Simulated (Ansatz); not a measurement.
`[SiH3][AlH]/[C]([InH2])=C/Cl`, charge 0, multiplicity 1.

(1) Give a relaxed structure at PBE0-D4/def2-TZVP (Ansatz 0.2.0). (Estimate.)

Answers

(1) Computed: 
Cartesian coordinates in Å:
```
Si 2.014 -0.280 -1.362
Al -0.423 -0.586 -1.464
C -1.126 -0.036 0.240
In 0.253 0.677 1.756
C -2.409 -0.064 0.554
Cl -3.012 0.451 2.134
H 2.278 0.264 0.023
H 2.832 -1.521 -1.465
H 2.587 0.726 -2.301
H -1.274 -1.130 -2.689
H 0.923 -0.480 2.839
H 0.605 2.361 1.793
H -3.249 -0.383 -0.057
```
Point group Cs.
This is one stationary point; other conformers may exist.
